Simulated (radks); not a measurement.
Ca I, 20 electrons, occupied as [Ar] 4s2 (the NIST ground configuration). Calculated with a radial shooting solver on a logarithmic mesh with Libxc functionals: non-relativistic Kohn-Sham, PBEsol, spin-polarised, spherical densities, point nucleus; hard spherical wall at 8 bohr.

Local quantities along the radius. ELF = 1/(1 + alpha^2) is the electron localisation function; alpha = (tau - tau_W)/tau_unif compares the Pauli kinetic energy density with that of the uniform gas (summed over spins); -r V(r) is the screened charge that the Kohn-Sham potential of spin up presents (atomic units); r v_xc is r times the local exchange-correlation potential of spin up (hartree bohr); s = |grad rho|/(2 (3 pi^2)^(1/3) rho^(4/3)) is the reduced gradient.

r (bohr),ELF,alpha,-r V(r),r v_xc,s
0.004774,1.000,0.01377,19.71,-0.09637,0.3948
0.006167,1.000,0.01484,19.62,-0.1173,0.4020
0.007966,1.000,0.01636,19.51,-0.1432,0.4115
0.01029,1.000,0.01856,19.36,-0.1748,0.4241
0.01329,1.000,0.02185,19.17,-0.2126,0.4407
0.01717,0.999,0.02700,18.92,-0.2568,0.4630
0.02218,0.999,0.03553,18.61,-0.3066,0.4929
0.02865,0.997,0.05066,18.22,-0.3603,0.5335
0.03701,0.994,0.07998,17.73,-0.4141,0.5883
0.04781,0.980,0.1429,17.14,-0.4623,0.6608
0.06176,0.921,0.2923,16.44,-0.4979,0.7476
0.07977,0.698,0.6579,15.61,-0.5158,0.8159
0.103,0.355,1.348,14.63,-0.5206,0.7585
0.1331,0.260,1.688,13.54,-0.5459,0.4999
0.1719,0.452,1.100,12.37,-0.6526,0.3040
0.2221,0.737,0.5981,11.10,-0.7755,0.3341
0.2869,0.848,0.4234,9.767,-0.8537,0.4890
0.3706,0.811,0.4830,8.440,-0.8461,0.7328
0.4788,0.408,1.204,7.127,-0.7431,1.006
0.6184,0.108,2.875,5.825,-0.6282,0.6773
0.7989,0.450,1.106,4.773,-0.8060,0.2267
1.032,0.851,0.4184,3.728,-0.9399,0.4074
1.333,0.856,0.4109,2.793,-0.9510,0.7235
1.722,0.595,0.8249,2.023,-0.8220,1.147
2.224,0.131,2.581,1.418,-0.6458,1.355
2.873,0.185,2.097,1.091,-0.6465,0.7810
3.712,0.894,0.3437,0.9171,-0.7233,0.8381
4.794,0.998,0.04397,0.7431,-0.6932,1.584
6.193,1.000,0.006785,0.4365,-0.4326,4.151

On this mesh the ELF has minima near r = 0.13, 0.62, 2.5 bohr, which separate the shells, and maxima near 0.33 (0.85), 1.2 (0.88).

Self-consistent cycle (total energy in hartree, residual of the potential): 1: -676.348531, 2e+00; 2: -676.440025, 1e+00; 3: -676.485025, 1e-01; 4: -676.485577, 8e-03; 5: -676.485588, 2e-03; 6: -676.485588, 5e-04; 7: -676.485588, 2e-05; 8: -676.485588, 4e-06; 9: -676.485588, 2e-06; 10: -676.485588, 1e-06; 11: -676.485588, 1e-07; 12: -676.485588, 5e-09; 13: -676.485588, 2e-10.
